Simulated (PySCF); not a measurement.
Below is a simulated gas-phase C 1s photoelectron spectrum of `CC(C)(C)[P@@]1(=O)C=C1F`.

Every computed line was given a Gaussian of 1.0 eV full width at half maximum and an area set by the number of equivalent atoms; the highest printed point is 100. Method: delta-SCF UKS SCAN, pcX-2 on the ionised atom, pcseg-1 elsewhere, spin-free X2C (PySCF).

(binding energy (eV), intensity): (289.3, 0), (289.4, 0), (289.5, 1), (289.6, 2), (289.7, 3), (289.8, 6), (289.9, 10), (290.0, 16), (290.1, 24), (290.2, 34), (290.3, 46), (290.4, 60), (290.5, 73), (290.6, 86), (290.7, 95), (290.8, 100), (290.9, 100), (291.0, 95), (291.1, 86), (291.2, 74), (291.3, 61), (291.4, 47), (291.5, 35), (291.6, 24), (291.7, 16), (291.8, 10), (291.9, 6), (292.0, 4), (292.1, 2), (292.2, 2), (292.3, 2), (292.4, 3), (292.5, 5), (292.6, 7), (292.7, 9), (292.8, 12), (292.9, 15), (293.0, 18), (293.1, 20), (293.2, 21), (293.3, 21), (293.4, 20), (293.5, 17), (293.6, 15), (293.7, 12), (293.8, 9), (293.9, 6), (294.0, 4), (294.1, 3), (294.2, 2), (294.3, 1), (294.4, 1), (294.5, 0), (294.6, 0), (294.7, 0)

Q: How many maxima does the curve show, and how many computed lines lie under it?

A: The curve has 2 maxima (at 290.8 and 293.2 eV). Under it lie 4 lines from 4 inequivalent carbon sites. At this width some lines have no maximum of their own.

Q: Decompose the envelope and assign each component. Numbering: `[CH3:1][C:2]([CH3:3])([CH3:4])[P@@:5]1(=[O:6])[CH:7]=[C:8]1[F:9]`.

A: 
| position (eV) | relative area | line | atoms | environment |
| --- | --- | --- | --- | --- |
| 290.75 | 3 | C 1s | C1/C3/C4 | methyl carbon |
| 290.99 | 1 | C 1s | C7 | alkene CH carbon |
| 291.02 | 1 | C 1s | C2 | sp3 carbon bound to phosphorus |
| 293.24 | 1 | C 1s | C8 | vinylic C–F carbon |

Q: What are the centre and the root-mean-square width of the whole band?

A: The area-weighted mean of the lines is 291.25 eV. Their own spread about it is 0.90 eV (rms) and each Gaussian has σ = 1.0/2.355 = 0.42 eV; the variances add, which gives 0.99 eV.

The listed C 1s values span 2.49 eV, from C1/C3/C4 (bonded to C and 3 H) to C8 (bonded to F, C (double bond) and P). The values 290.99 and 291.02 eV lie too close for their order to be trusted.

The curve has no shake-up lines and no vibrational structure. One atom of each set of topologically equivalent atoms was ionised and stands for the set; in this conformer not all members are related by symmetry, and their own values weren't computed. Geometry: PBE0-D3(BJ)/def2-SVP; no solvent, vibrations or thermal averaging.

Conformer computed: `[CH3:1][C:2]([CH3:3])([CH3:4])[P@@:5]1(=[O:6])[CH:7]=[C:8]1[F:9]`: C1–C2–P5–O6 58°.
